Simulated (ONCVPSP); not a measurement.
# Pseudopotential generation for terbium (Tb): ONCV, LDA (Perdew-Wang 92), scalar-relativistic.

terbium, optimised norm-conserving Vanderbilt (ONCV), made with ONCVPSP 4.0.1 (LDA (Perdew-Wang 92), scalar-relativistic). Core [Kr] 4d10 4f8, reference 5s2 5p6 5d1 6s2. Waves: 5s+6s: rc 2.55 bohr, ncon 4, nbas 7, qcut 4.8 1/bohr, 2 projectors; 5p: rc 1.65 bohr, ncon 4, nbas 8, qcut 5.8 1/bohr, 1 projector; 5d: rc 3.10 bohr, ncon 4, nbas 8, qcut 5.9 1/bohr, 2 projectors, debl 1.4 Ha. Local part: polynomial inside 1.55 bohr (lpopt 5, dvloc0 4 Ha). Core correction: Teter function fitted to the true core (icmod 2), fcfact 0.25.

All-electron outer shells of the reference configuration (LDA (PZ), scalar-relativistic, ld1.x):

```csv
shell,level (eV),outermost node (bohr),outermost maximum (bohr)
5s,-51.40,0.64,1.16
5p,-27.99,0.69,1.33
4f,-9.17,–,0.55
6s,-4.34,1.57,3.28
5d,-2.59,0.77,1.97
```

Results:

| Item | Value |
| --- | --- |
| Cutoffs needed | 16 Ha and 62 Ha (the cutoffs (Ha) at which the residual kinetic energy of the hardest occupied pseudo-wave falls to 1 and 0.1 mHa per electron) |
| Ghost test | no bound ghost flagged; no localised positive-energy state flagged |
| Configuration tests | 1 of 4 tests not solved or not reliable |
| rms error of d²Exc/dni dnj | 7.35 mHa without and 2.22 mHa with the model core |

Generation and tests took about 6.4 s on one core of a shared server CPU.
